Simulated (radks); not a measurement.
Isoelectronic series with 7 electrons, all held in the configuration [He] 2s2 2p3, which need not be the ground one along the series. Method: non-relativistic Kohn-Sham, r2SCAN, spin-polarised, spherical densities, point nucleus; open shells are filled with parallel spins first (spin-orbit coupling, left out, can overturn this in heavy ions); meta-GGA in the generalised Kohn-Sham scheme; computed with a radial shooting solver on a logarithmic mesh with Libxc functionals. Total energies (hartree) and mean radii <r> (bohr) (* marks an orbital that is empty in some or all of the ions):

ion    E (hartree)  2p down*   2p up  2s down
N        -54.58403     1.632   1.414    1.383
F2+      -97.79862    0.9420  0.8766   0.9442
Al6+    -223.31095    0.5287  0.5096   0.5774
P8+     -305.58183    0.4351  0.4224   0.4838
Cl10+   -400.85713    0.3699  0.3608   0.4163
K12+    -509.13526    0.3219  0.3150   0.3655
Sc14+   -630.41529    0.2849  0.2796   0.3257
V16+    -764.69667    0.2556  0.2514   0.2937
Mn18+   -911.97904    0.2318  0.2283   0.2675
Co20+  -1072.26216    0.2121  0.2092   0.2456
Cu22+  -1245.54585    0.1954  0.1930   0.2270
Ga24+  -1431.83000    0.1812  0.1791   0.2110
As26+  -1631.11451    0.1690  0.1671   0.1971
Br28+  -1843.39932    0.1582  0.1566   0.1850
Rb30+  -2068.68437    0.1488  0.1474   0.1742
Nb34+  -2558.25506    0.1330  0.1318   0.1561
Tc36+  -2822.54063    0.1262  0.1252   0.1484
Rh38+  -3099.82633    0.1202  0.1192   0.1414
